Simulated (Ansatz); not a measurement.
C2H7AlOSi, SMILES `[CH2]1O[SiH2][CH2][AlH]1`, relaxed with RKS PBE-D4/def2-SVP in the Gaussian-basis code of Ansatz from a rough embedded geometry. The force threshold is 0.03 eV/Å; the program also tests the step.

Charge 0, multiplicity 1.

Start:

```xyz
12

C    -0.202    0.163   -1.552
O    -1.400   -0.154   -0.908
Si   -1.110    0.068    0.764
C     0.640   -0.531    1.224
Al    1.399   -0.365   -0.544
H    -0.179    1.229   -1.888
H    -0.187   -0.429   -2.542
H    -2.089   -0.561    1.585
H    -1.147    1.578    1.058
H     0.517   -1.627    1.487
H     1.057    0.046    1.981
H     2.700    0.581   -0.664
```

Problem. By how much does the energy fall, and how many steps does the optimiser take? (An estimate is asked.)

Solution. The calculation gave: 21.74 kcal/mol, in 10 steps, 2 of them rejected.

Problem. Which bonds change most? (An estimate is asked.)

Solution. Computed: Si3–H8 from 1.424 to 1.502 Å; C4–H11 from 1.039 to 1.110 Å; C4–Al5 from 1.931 to 1.978 Å; C1–O2 from 1.397 to 1.443 Å.

Problem. Give the relaxed structure. (An estimate is asked.)

Solution. Ansatz gave: 
```xyz
12

C    -0.175    0.257   -1.644
O    -1.300   -0.135   -0.830
Si   -1.174    0.062    0.854
C     0.612   -0.385    1.265
Al    1.441   -0.072   -0.503
H    -0.282    1.319   -1.981
H    -0.199   -0.343   -2.583
H    -2.237   -0.823    1.439
H    -1.438    1.495    1.257
H     0.698   -1.464    1.533
H     1.060    0.198    2.098
H     2.993   -0.109   -0.904
```
